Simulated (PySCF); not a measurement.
# Diatomics of Rb with the fifth-period p block

CCSD(T) with double-zeta basis sets in PySCF, for the lowest determinant that a PBE0 search found; no spin–orbit coupling. De refers to high-spin ground-configuration atoms.

```tsv
M	basis	reference, frozen orbitals	state (unpaired electrons)	Re (Å)	ωe (cm⁻¹)	De (eV)
Sb	def2-SVP	UHF, 4	triplet (π ↑↑)	3.538	104	0.63
Te	def2-SVP	UHF, 4	doublet (π ↑)	3.371	125	1.77
I	def2-SVP	RHF, 4	singlet (closed shell)	3.260	137	3.04
```

The shortest bond is that of RbI (3.260 Å), the longest that of RbSb (3.538 Å). RbI is bound most strongly (3.04 eV) and RbSb least (0.63 eV).

The state changes along the series, so neighbouring rows are not always alike in their bonding.

Correlated steps freeze 4 core orbitals. Correlated levels converge slowly with the basis: in double zeta they bind strong bonds too weakly, by up to about 1 eV, and carry superposition errors of some tenths. Spin–orbit coupling is left out, which matters for elements this heavy, above all for dissociation energies. Where the molecule has an RHF reference, its open-shell atoms are computed with UHF. States were picked by a PBE0 search and need not be the measured ground states.
